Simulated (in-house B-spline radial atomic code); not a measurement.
Configurations of Rh3+, with energies counted from [Kr] 4d6. Level of theory: scalar-relativistic (X2C) HSE06, spin-polarised, spherical fractional occupations, exact exchange averaged over the configuration, Fermi nucleus of rms radius 4.4945 fm; calculated with a radial B-spline atomic code at the basis-set limit. Shells without spins written out take the highest spin.

Occupations are held fixed; configurations that lie above the ionisation limit could autoionise.

| configuration | E - E(ref) (eV) | highest orbital | its <r> (bohr) |
| --- | --- | --- | --- |
| [Kr] 4d5 4f1 | 28.722 | 4f up | 3.42 |
| [Ar] 3d10 4s2 4p5 4d6 5d1 | 73.355 | 5d up | 3.689 |
| [Ar] 3d10 4s2 4p5 4d6 4f1 | 76.789 | 4f up | 3.358 |

(1) Order these further configurations by energy, lowest first.
A. [Kr] 4d5 5d1
B. [Ar] 3d10 4s2 4p5 4d7
C. [Kr] 4d5 5f1
D. [Kr] 4d5 5s1

## Answers

(1) D (7.7067 eV), A (25.292 eV), C (33.925 eV), B (47.369 eV).
